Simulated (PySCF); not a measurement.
# Electronic structure of N²⁺ (nitrogen, charge +2) at the UHF level

Configuration: [He] 2s1 2p1 3d1, one real determinant (an excited configuration). Calculation: PySCF 2.14, in aug-cc-pVDZ; the non-relativistic Hamiltonian (point nucleus).

| Quantity | Value |
| --- | --- |
| Total energy | -51.314883 hartree |
| One-electron energy | -62.2792 hartree |
| Hartree (Coulomb) energy | 16.4832 hartree |
| Exchange energy | -5.5188 hartree |
| Kinetic energy | 51.18911 hartree |
| ⟨S²⟩ | 3.7500 |
| ⟨L²⟩ | 8.005 |
| Sum of ⟨r⟩ | 5.137 bohr |
| Sum of ⟨r²⟩ | 9.814 bohr² |
| Traceless quadrupole moment −½Σ⟨3z² − r²⟩ along its main axis | 1.37 e·bohr² |
| Density at the nucleus (Gaussians lack the cusp) | 194 bohr⁻³ |
| Spin density at the nucleus | 5.36 bohr⁻³ |
| Langevin diamagnetic susceptibility | -7.77 ×10⁻⁶ cm³/mol |

```json
{"shell": "1s α", "electrons": "1", "mean orbital energy (hartree)": "-17.69507", "rms radius, mean of both spins (bohr)": "0.264"}
{"shell": "1s β", "electrons": "1", "mean orbital energy (hartree)": "-17.56636", "rms radius, mean of both spins (bohr)": "0.264"}
{"shell": "2s α", "electrons": "1", "mean orbital energy (hartree)": "-2.49477", "rms radius, mean of both spins (bohr)": "1.22"}
{"shell": "2p α", "electrons": "1", "mean orbital energy (hartree)": "-2.11830", "rms radius, mean of both spins (bohr)": "1.16"}
{"shell": "3d α", "electrons": "1", "mean orbital energy (hartree)": "-0.47602", "rms radius, mean of both spins (bohr)": "2.61"}
```

⟨L²⟩ = 8.01 against 12 for a pure F term, so this real determinant mixes terms. The outer electron is Rydberg-like, and this basis confines it to a smaller radius and binds it less than a complete one would.

Spin-orbit constants ζ (cm⁻¹) from the X2C one-electron operator on these orbitals (non-relativistic here): bare nucleus, nucleus screened by l(l+1)(2l+1)/3 electrons, and screened by the Breit-Pauli mean field of the electrons.

```tsv
shell	bare	screened nucleus	mean field
2p	195.9	139.9	118.5
3d	5.776	2.475	2.214
```

To first order the Landé constant is A = 13.66 cm⁻¹, so the lowest level has J = 3/2 and lies 0.0102 eV below the centre of the term. This holds in LS coupling only.
